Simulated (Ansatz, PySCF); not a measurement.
Ge(H)2(Cl)(OMe) (CH5ClGeO), SMILES C[O][GeH2][Cl]. Atoms are numbered in the order given.

```xyz
9

Ge     0.4277    -0.2324    -0.5093
Cl     0.8460     1.2224     1.0670
O     -1.0447    -1.1454    -0.0700
C     -2.2676    -0.4465     0.1023
H      1.5524    -1.2845    -0.5493
H      0.1939     0.5832    -1.8086
H     -2.2137     0.2931     0.9333
H     -2.5857     0.0943    -0.8208
H     -3.0531    -1.1895     0.3501
```
Charge 0, spin multiplicity 1.

The structure is a stationary point at PBE-D3(BJ)/def2-SVP. This is a generated structure with no PubChem entry under its InChIKey; it may be hypothetical. Other conformers were not sampled.

Vertical ionisation energy (IE) and electron affinity (EA) in eV. Rows of orbital energies are one-electron estimates. Where ΔSCF, EOM or ADC give a negative EA the extra electron is unbound and the value depends on the basis.

```
level                                                                        IE     EA
------------------------------------------------------------------------  -----  -----
−ε(HOMO), −ε(LUMO), CAM-B3LYP/def2-TZVP (PySCF)                             ___    ___
−ε(HOMO), −ε(LUMO), PBE/def2-TZVP (PySCF)                                  6.69   1.18
ΔSCF, CAM-B3LYP/def2-SVPD (Ansatz), final states of multiplicity 2 and 2  10.63  -1.10
ΔSCF, PBE/def2-SVPD (Ansatz), final states of multiplicity 2 and 2        10.02  -0.89
```

### Question
What belongs in the gaps? (The exact figures need the calculation; the answer reports its results.)

### Answer

- −ε(HOMO), −ε(LUMO), CAM-B3LYP/def2-TZVP (PySCF), IE: 9.70
- −ε(HOMO), −ε(LUMO), CAM-B3LYP/def2-TZVP (PySCF), EA: -0.80

### Question
What vertical singlet–triplet gap does ΔSCF give with CAM-B3LYP/def2-SVPD (Ansatz, an electronic-structure program) and with PBE/def2-SVPD (Ansatz)? (Estimate from the structure and the level; the computed values follow.)

### Answer
6.62 and 5.75 eV (triplet above singlet where positive).
